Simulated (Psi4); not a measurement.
Psi4 input (wB97X-D/6-311+G**):

```
memory 1500 MB

molecule {
-1 1
C    -1.43278000   -0.39193800   -1.07678700
Si    0.01051700   -0.07688600    0.16273100
C     1.54925200   -0.37463200   -0.94783900
N    -0.02352800   -0.81601700    1.63932100
N    -0.07580500    1.69058300    0.39281900
H    -1.40744400   -1.42511500   -1.43958200
H    -2.39548200   -0.24460800   -0.57673300
H    -1.39491500    0.26768700   -1.95365900
H     1.64936000   -1.43465500   -1.20784100
H     2.45537800   -0.07545000   -0.41289200
H     1.50384900    0.19909200   -1.88090900
H     0.38770200   -1.74189600    1.70361900
H    -0.91585700    2.12090300    0.02625300
H    -0.03332700    1.88790700    1.38628300
symmetry c1
no_reorient
no_com
}

set {
  basis 6-311+G**
  reference rks
  scf_type df
  df_basis_scf def2-universal-jkfit
  dft_radial_points 99
  dft_spherical_points 590
  e_convergence 1e-8
  d_convergence 1e-7
  maxiter 150
}

e = energy('wb97x-d')
print_out(f'\nFINAL {e:.10f} DIPOLE {variable("CURRENT DIPOLE")[0]:.6f} {variable("CURRENT DIPOLE")[1]:.6f} {variable("CURRENT DIPOLE")[2]:.6f}\n')
```

Output:

```
   => Loading Basis Set <=

    Name: 6-311+G**
    Role: ORBITAL
    Keyword: BASIS
    atoms 1, 3 entry C          line   129 file 6-311pgss.gbs
    atoms 2    entry SI         line   351 file 6-311pgss.gbs
    atoms 4-5  entry N          line   150 file 6-311pgss.gbs
    atoms 6-14 entry H          line    42 file 6-311pgss.gbs

   => WB97X-D: Empirical Dispersion <=

    Chai and Head-Gordon Dispersion Correction
    Chai, J.-D.; Head-Gordon, M. (2010), J. Chem. Phys., 132: 6615-6620

        s6 =       1.000000

         ---------------------------------------------------------
                                   SCF
               by Justin Turney, Rob Parrish, Andy Simmonett
                          and Daniel G. A. Smith
                              RKS Reference
         ---------------------------------------------------------

  ==> Geometry <==

    Molecular point group: c1
    Full point group: C1

    Geometry (in Angstrom), charge = -1, multiplicity = 1:

       Center              X                  Y                   Z               Mass
    ------------   -----------------  -----------------  -----------------  -----------------
         C           -1.432780000000    -0.391938000000    -1.076787000000    12.000000000000
         SI           0.010517000000    -0.076886000000     0.162731000000    27.976926534650
         C            1.549252000000    -0.374632000000    -0.947839000000    12.000000000000
         N           -0.023528000000    -0.816017000000     1.639321000000    14.003074004430
         N           -0.075805000000     1.690583000000     0.392819000000    14.003074004430
         H           -1.407444000000    -1.425115000000    -1.439582000000     1.007825032230
         H           -2.395482000000    -0.244608000000    -0.576733000000     1.007825032230
         H           -1.394915000000     0.267687000000    -1.953659000000     1.007825032230
         H            1.649360000000    -1.434655000000    -1.207841000000     1.007825032230
         H            2.455378000000    -0.075450000000    -0.412892000000     1.007825032230
         H            1.503849000000     0.199092000000    -1.880909000000     1.007825032230
         H            0.387702000000    -1.741896000000     1.703619000000     1.007825032230
         H           -0.915857000000     2.120903000000     0.026253000000     1.007825032230
         H           -0.033327000000     1.887907000000     1.386283000000     1.007825032230

  Running in c1 symmetry.

  Rotational constants: A =      0.11749  B =      0.11401  C =      0.10565 [cm^-1]
  Rotational constants: A =   3522.28766  B =   3417.86374  C =   3167.27221 [MHz]
  Nuclear repulsion =  241.180904779013616

  Charge       = -1
  Multiplicity = 1
  Electrons    = 50
  Nalpha       = 25
  Nbeta        = 25

  ==> Algorithm <==

  SCF Algorithm Type is DF.
  DIIS enabled.
  MOM disabled.
  Fractional occupation disabled.
  Guess Type is SAD.
  Energy threshold   = 1.00e-08
  Density threshold  = 1.00e-07
  Integral threshold = 1.00e-12

  ==> Primary Basis <==

  Basis Set: 6-311+G**
    Blend: 6-311+G**
    Number of shells: 90
    Number of basis functions: 172
    Number of Cartesian functions: 177
    Spherical Harmonics?: true
    Max angular momentum: 2

  ==> DFT Potential <==

   => LibXC <=

    Version 7.1.2
    S. Lehtola, C. Steigemann, M. J. T. Oliveira, and M. A. L. Marques,  SoftwareX 7, 1–5 (2018) (10.1016/j.softx.2017.11.002)

   => Composite Functional: WB97X-D <=

    wB97X-D Hyb-GGA Exchange-Correlation Functional

    J.-D. Chai and M. Head-Gordon,  Phys. Chem. Chem. Phys. 10, 6615–6620 (2008) (10.1039/B810189B)

    Deriv               =              1
    GGA                 =           TRUE
    Meta                =          FALSE

    Exchange Hybrid     =           TRUE
    MP2 Hybrid          =          FALSE

   => Exchange-Correlation Functionals <=

    1.0000   wB97X-D range-separated functional

   => Exact (HF) Exchange <=

    0.7780            HF,LR [omega = 0.2000]
    0.2220               HF

   => LibXC Density Thresholds  <==

    XC_HYB_GGA_XC_WB97X_D:  1.00E-14

   => Molecular Quadrature <=

    Radial Scheme          =       TREUTLER
    Pruning Scheme         =           NONE
    Nuclear Scheme         =       TREUTLER

    Blocking Scheme        =         OCTREE
    BS radius alpha        =              1
    Pruning alpha          =              1
    Radial Points          =             99
    Spherical Points       =            590
    Total Points           =         771318
    Total Blocks           =           5319
    Max Points             =            256
    Max Functions          =            172
    Weights Tolerance      =       1.00E-15

   => Loading Basis Set <=

    Name: DEF2-UNIVERSAL-JKFIT
    Role: JKFIT
    Keyword: DF_BASIS_SCF
    atoms 1, 3 entry C          line   198 file def2-universal-jkfit.gbs
    atoms 2    entry SI         line   737 file def2-universal-jkfit.gbs
    atoms 4-5  entry N          line   258 file def2-universal-jkfit.gbs
    atoms 6-14 entry H          line    18 file def2-universal-jkfit.gbs

  ==> Integral Setup <==

  SCF_SUBTYPE=INCORE selected. In-core MEM_DF algorithm will be used.
  Using in-core AOs.

  ==> MemDFJK: Density-Fitted J/K Matrices <==

    J tasked:                   Yes
    K tasked:                   Yes
    wK tasked:                  Yes
    Omega:                2.000E-01
    Algorithm:                 Core
    Schwarz Cutoff:           1E-12
    Mask sparsity (%):       1.9538
    Fitting Condition:        1E-10

   => Auxiliary Basis Set <=

  Basis Set: DEF2-UNIVERSAL-JKFIT
    Blend: DEF2-UNIVERSAL-JKFIT
    Number of shells: 192
    Number of basis functions: 594
    Number of Cartesian functions: 699
    Spherical Harmonics?: true
    Max angular momentum: 4

  Cached 20.0% of DFT collocation blocks in 0.546 [GiB].

  Minimum eigenvalue in the overlap matrix is 2.8676060990E-04.
  Reciprocal condition number of the overlap matrix is 2.8272590742E-05.
    Using symmetric orthogonalization.

  ==> Pre-Iterations <==

  SCF Guess: Superposition of Atomic Densities via on-the-fly atomic UHF (no occupation information).

   -------------------------
    Irrep   Nso     Nmo
   -------------------------
     A        172     172
   -------------------------
    Total     172     172
   -------------------------

  ==> Iterations <==

                           Total Energy        Delta E     RMS |[F,P]|

   @DF-RKS iter SAD:  -479.54673304505332   -4.79547e+02   0.00000e+00
   @DF-RKS iter   1:  -479.90290454915822   -3.56172e-01   7.66132e-03 ADIIS/DIIS
   @DF-RKS iter   2:  -477.42122784770686    2.48168e+00   1.14013e-02 ADIIS/DIIS
   @DF-RKS iter   3:  -480.47215431185151   -3.05093e+00   3.74560e-03 ADIIS/DIIS
   @DF-RKS iter   4:  -480.68164695563104   -2.09493e-01   8.98577e-04 ADIIS/DIIS
   @DF-RKS iter   5:  -480.69782053298275   -1.61736e-02   3.11660e-04 ADIIS/DIIS
   @DF-RKS iter   6:  -480.69930367200936   -1.48314e-03   1.55374e-04 ADIIS/DIIS
   @DF-RKS iter   7:  -480.69961756489977   -3.13893e-04   5.05208e-05 DIIS
   @DF-RKS iter   8:  -480.69965713906214   -3.95742e-05   1.86357e-05 DIIS
   @DF-RKS iter   9:  -480.69966369496296   -6.55590e-06   8.72123e-06 DIIS
   @DF-RKS iter  10:  -480.69966524597112   -1.55101e-06   2.04268e-06 DIIS
   @DF-RKS iter  11:  -480.69966539291619   -1.46945e-07   2.58605e-07 DIIS
   @DF-RKS iter  12:  -480.69966539858279   -5.66661e-09   9.61159e-08 DIIS
  Energy and wave function converged.

  ==> Post-Iterations <==

   Electrons on quadrature grid:
      Ntotal   =   50.0000042039 ; deviation = 4.204e-06

    Orbital Energies [Eh]
    ---------------------

    Doubly Occupied:

       1A    -66.045184     2A    -14.220845     3A    -14.138747
       4A    -10.090275     5A    -10.086946     6A     -5.176177
       7A     -3.521874     8A     -3.520791     9A     -3.518883
      10A     -0.760389    11A     -0.652964    12A     -0.619171
      13A     -0.605724    14A     -0.388815    15A     -0.383189
      16A     -0.328466    17A     -0.327064    18A     -0.308996
      19A     -0.308749    20A     -0.269286    21A     -0.246799
      22A     -0.211347    23A     -0.160072    24A     -0.111817
      25A     -0.081019

    Virtual:

      26A      0.166828    27A      0.189545    28A      0.202043
      29A      0.209906    30A      0.231318    31A      0.236389
      32A      0.241284    33A      0.245896    34A      0.252096
      35A      0.269315    36A      0.294069    37A      0.304992
      38A      0.325610    39A      0.336960    40A      0.351296
      41A      0.355253    42A      0.361379    43A      0.365267
      44A      0.372038    45A      0.388275    46A      0.400230
      47A      0.405216    48A      0.414690    49A      0.420092
      50A      0.431578    51A      0.441542    52A      0.464109
      53A      0.471481    54A      0.479985    55A      0.486691
      56A      0.495918    57A      0.521766    58A      0.530579
      59A      0.555969    60A      0.586439    61A      0.603580
      62A      0.621240    63A      0.631597    64A      0.723785
      65A      0.734841    66A      0.749141    67A      0.756558
      68A      0.792339    69A      0.809720    70A      0.855241
      71A      0.869366    72A      0.877384    73A      0.882390
      74A      0.903488    75A      0.915383    76A      0.967461
      77A      0.971771    78A      0.984446    79A      0.999461
      80A      1.043977    81A      1.095511    82A      1.103125
      83A      1.122020    84A      1.130101    85A      1.143113
      86A      1.172259    87A      1.196029    88A      1.208945
      89A      1.218623    90A      1.289410    91A      1.340594
      92A      1.359207    93A      1.385673    94A      1.433472
      95A      1.473086    96A      1.500378    97A      1.542639
      98A      1.600404    99A      1.662701   100A      1.703610
     101A      1.706907   102A      1.712928   103A      1.730085
     104A      1.787016   105A      1.835046   106A      1.835982
     107A      1.846634   108A      1.863831   109A      1.892082
     110A      1.908537   111A      1.932853   112A      1.969647
     113A      1.989349   114A      2.016131   115A      2.028941
     116A      2.033100   117A      2.088494   118A      2.209691
     119A      2.279493   120A      2.307329   121A      2.319237
     122A      2.333690   123A      2.414141   124A      2.444140
     125A      2.477546   126A      2.486249   127A      2.511917
     128A      2.643241   129A      2.657875   130A      2.693199
     131A      2.702203   132A      2.722514   133A      2.740033
     134A      2.749910   135A      2.753348   136A      2.776551
     137A      2.797209   138A      2.803572   139A      2.813644
     140A      2.859066   141A      2.863514   142A      2.890907
     143A      2.925197   144A      2.945946   145A      2.991204
     146A      3.043960   147A      3.117670   148A      3.164982
     149A      3.222506   150A      3.364718   151A      3.375032
     152A      3.456585   153A      3.513758   154A      3.999688
     155A      4.011518   156A      4.022509   157A      4.030618
     158A      4.203614   159A      4.263083   160A      4.386129
     161A      4.576640   162A      4.831426   163A      5.000718
     164A      6.118405   165A     11.806166   166A     11.826161
     167A     11.954392   168A     24.241693   169A     24.259306
     170A     35.870192   171A     35.886752   172A    141.611855

    Final Occupation by Irrep:
              A
    DOCC [    25 ]
    NA   [    25 ]
    NB   [    25 ]

  @DF-RKS Final Energy:  -480.69966539858279

   => Energetics <=

    Nuclear Repulsion Energy =            241.1809047790136162
    One-Electron Energy =               -1148.1297152251268017
    Two-Electron Energy =                 460.7336597189485019
    DFT Exchange-Correlation Energy =     -34.4786519969961844
    Empirical Dispersion Energy =          -0.0058626744219677
    VV10 Nonlocal Energy =                  0.0000000000000000
    Total Energy =                       -480.6996653985827948

Computation Completed

Properties will be evaluated at   0.000000,   0.000000,   0.000000 [a0]

Properties computed using the SCF density matrix

 Multipole Moments:

 ------------------------------------------------------------------------------------
     Multipole            Electronic (a.u.)      Nuclear  (a.u.)        Total (a.u.)
 ------------------------------------------------------------------------------------

 L = 1.  Multiply by 2.5417464519 to convert [e a0] to [Debye]
 Dipole X            :         -0.1461006            0.0000057           -0.1460949
 Dipole Y            :          0.3567821            0.0000057            0.3567878
 Dipole Z            :         -1.5342526           -0.0000057           -1.5342583
 Magnitude           :                                                    1.5819575

 ------------------------------------------------------------------------------------

FINAL -480.6996653986 DIPOLE -0.146095 0.356788 -1.534258

*** Psi4 exiting successfully. Buy a developer a beer!
```

The dipole moment of an ion depends on the origin.

The geometry given is a B3LYP-D3(BJ)/def2-TZVP minimum.
